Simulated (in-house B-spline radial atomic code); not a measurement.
Radial electron density of Cs, [Xe] 6s1. Method: scalar-relativistic (X2C) LDA PW92, spin-polarised, spherical fractional occupations, Fermi nucleus of rms radius 4.8041 fm. Calculated with a radial B-spline atomic code at the basis-set limit.

One-electron X2C: radii and densities carry no picture-change correction, so inner-shell <1/r> comes out high (for 1s by about 2 % at Z = 33, 5 % at 54, 10 % at 75, 30 % at 118) and <r> low.

Columns: r (bohr), 4πr²n(r) (electrons per bohr), bar.

```
0.000728    2.034 #
0.000917    2.919 #
 0.00116    4.196 ##
 0.00146     5.95 ###
 0.00184    8.391 ####
 0.00231    11.65 ######
 0.00292    16.14 ########
 0.00368    21.92 ##########
 0.00463    29.11 ##############
 0.00584    37.81 ##################
 0.00736    47.52 #######################
 0.00927    57.36 ###########################
  0.0117    65.98 ###############################
  0.0147    71.41 ##################################
  0.0186    72.42 ##################################
  0.0234    69.04 #################################
  0.0295    64.02 ##############################
  0.0372    62.53 ##############################
  0.0468    68.93 #################################
   0.059    82.04 #######################################
  0.0744    92.56 ############################################
  0.0938    90.03 ###########################################
   0.118    76.24 ####################################
   0.149    67.09 ################################
   0.188    73.25 ###################################
   0.237    79.15 ######################################
   0.298    64.31 ###############################
   0.376    37.93 ##################
   0.473    26.89 #############
   0.597    30.68 ###############
   0.752    28.82 ##############
   0.948    18.15 #########
    1.19    9.859 #####
    1.51    6.829 ###
     1.9    5.266 ###
    2.39    3.148 #
    3.01    1.373 #
     3.8   0.5346 
    4.79   0.2869 
    6.03   0.1824 
     7.6  0.08765 
    9.58  0.02596 
    12.1 0.004196 
    15.2 0.000365 
    19.2 1.374e-05
```

On this grid the curve has 4 maxima, near 0.0186, 0.0744, 0.237, 0.597 bohr.

The 5p down radial function P(r) = rR(r), positive near the nucleus:

| r (bohr) | P |
| --- | --- |
| 0.00116 | 0.0008131 |
| 0.00184 | 0.001729 |
| 0.00292 | 0.003732 |
| 0.00463 | 0.008071 |
| 0.00736 | 0.01733 |
| 0.0117 | 0.03606 |
| 0.0186 | 0.07049 |
| 0.0295 | 0.1226 |
| 0.0468 | 0.1729 |
| 0.0744 | 0.1537 |
| 0.118 | -0.01738 |
| 0.188 | -0.2419 |
| 0.298 | -0.1288 |
| 0.473 | 0.3184 |
| 0.752 | 0.2391 |
| 1.19 | -0.4794 |
| 1.9 | -0.7842 |
| 3.01 | -0.4315 |
| 4.79 | -0.09464 |
| 7.6 | -0.006803 |
